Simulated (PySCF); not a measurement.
WOF2, SMILES [W]([F])(=[O])[F] (connectivity only; charge and spin as stated), neutral, multiplicity 3.

Geometry: PBE-D3(BJ)/def2-TZVP. The spin state was assumed, not searched. The def2 effective core potentials stand for the cores of W; spin–orbit coupling is left out.

Method: PBE/def2-TZVPD (PySCF).

Gas-phase values at a fixed geometry.

```json
{
  "total_energy": "-342.04337 hartree",
  "point_group": "C2v",
  "α spin, highest occupied and lowest empty level": "-5.33 and -3.78 eV",
  "β spin, highest occupied and lowest empty level": "-9.05 and -4.53 eV",
  "dipole_moment": "0.59 D",
  "quadrupole, principal values (traceless, Buckingham form, about the centre of nuclear charge)": "-3.64, -3.46, 7.10 D·Å",
  "mean_static_polarisability": "44.3 bohr³ (6.56 Å³)",
  "polarisability_principal_values": "41.1, 44.0, 47.7 bohr³",
  "⟨S²⟩": "2.012 (pure state 2.00)"
}
```
